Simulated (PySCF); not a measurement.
NdP: frontier orbitals

PBE0 at R = 2.317 Å; basis Nd x2c-TZVPall, P x2c-TZVPall; spin-free X2C with a Gaussian nucleus; PySCF 2.14. State: sextet, about 3.3 electrons in the 4f shell (Mulliken), real f orbitals that mix terms, a second solution, started from another occupation. Only the outer orbitals are listed, counted within each symmetry.

| spin | orbital | occ. | ε (eV) | on Nd (%) | main shells (%) |
| --- | --- | --- | --- | --- | --- |
| α | 15σ | 1 | -13.85 | 10 | 90 P s |
| α | 16σ | 1 | -8.00 | 97 | 96 Nd f |
| α | 1φ | 1 | -7.99 | 100 | 100 Nd f |
| α | 3δ | 1 | -7.86 | 100 | 100 Nd f |
| α | 8π | 1 | -6.53 | 27 | 72 P p, 21 Nd d |
| α | 8π | 1 | -5.64 | 34 | 65 P p, 27 Nd d |
| α | 17σ | 1 | -5.31 | 39 | 57 P p, 26 Nd d |
| α | 18σ | 1 | -4.20 | 99 | 63 Nd s, 19 Nd f, 14 Nd d |
| α | 3δ | 0 | -2.02 | 98 | 73 Nd f, 15 Nd s, 9 Nd d |
| α | 4δ | 0 | -1.48 | 99 | 99 Nd d |
| α | 4δ | 0 | -1.46 | 99 | 93 Nd d |
| β | 7π | 1 | -23.72 | 100 | 100 Nd p |
| β | 15σ | 1 | -12.91 | 10 | 90 P s |
| β | 8π | 1 | -5.35 | 28 | 71 P p, 23 Nd d |
| β | 16σ | 1 | -5.00 | 30 | 68 P p, 19 Nd d |
| β | 8π | 0 | -2.99 | 34 | 65 P p, 29 Nd d |
| β | 17σ | 0 | -1.94 | 100 | 81 Nd s, 13 Nd d |
| β | 3δ | 0 | -0.59 | 99 | 96 Nd d |

Which are the highest filled and the lowest empty level, where do they sit, and how wide is the gap?

Highest filled α 18σ at -4.20 eV (in %: 63 Nd s, 19 Nd f, 14 Nd d); lowest empty β 8π at -2.99 eV (in %: 65 P p, 29 Nd d); the gap at PBE0 is 1.21 eV.

```
bond order (Mayer)                              : 2.28
⟨S²⟩                                            : 8.775
charge on Nd (Mulliken, basis-dependent)        : 0.42
charge on Nd (Löwdin, basis-dependent)          : -0.05
dipole moment (positive dipole means Nd(−)P(+)) : -5.42 D
```

Spin–orbit coupling is left out.
